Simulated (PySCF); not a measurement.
Species: GaH2(CF3), CH2F3Ga.
Structure used (PBE0-D3(BJ)/def2-SVP), in Å, numbered top down from 1:
```xyz
7
CH2F3Ga angstrom
Ga     0.5757    1.0154    0.0128
H      2.1306    0.9176   -0.1078
H     -0.2445    2.3439    0.0709
C     -0.4346   -0.7362    0.0257
F      0.1505   -1.6721    0.7932
F     -0.4694   -1.2280   -1.2318
F     -1.7084   -0.6406    0.4370
```

Computed, not measured: PySCF, PBE0-D3(BJ)/def2-SVP geometry optimisation, gas phase.

(1) Which atoms are bound to Ga1, and at what distances?

(2) List the angles at Ga1.

(3) What is the shape at Ga1?

(4) What are the other bond lengths?

(5) Give some angles away from the centre.

Results:

(1) 3 atoms: H3 1.562 Å, H2 1.563 Å, C4 2.022 Å. The nearest atom not counted as bound is F6, at 2.77 Å.

(2) 
```tsv
angle	degrees	distance of the outer atoms (Å)
H2–Ga1–H3	125.3	2.78
H3–Ga1–C4	118.3	3.09
H2–Ga1–C4	116.3	3.06
```

(3) Planar: angles 125.3°, 118.3° and 116.3°, sum 360.0°, 0.02 Å off the plane of its three neighbours.

(4) C4–F5, C4–F6, C4–F7 1.346 Å.

(5) Ga1–C4–F5 112.9°, Ga1–C4–F6 108.8°, F5–C4–F6 106.8°.

Point group: near Cs, missed by 0.35 Å at most; the miss may be what the optimiser left on a soft mode. Charge 0, singlet. Not checked by PBE0-D3(BJ)/def2-SVP frequencies.
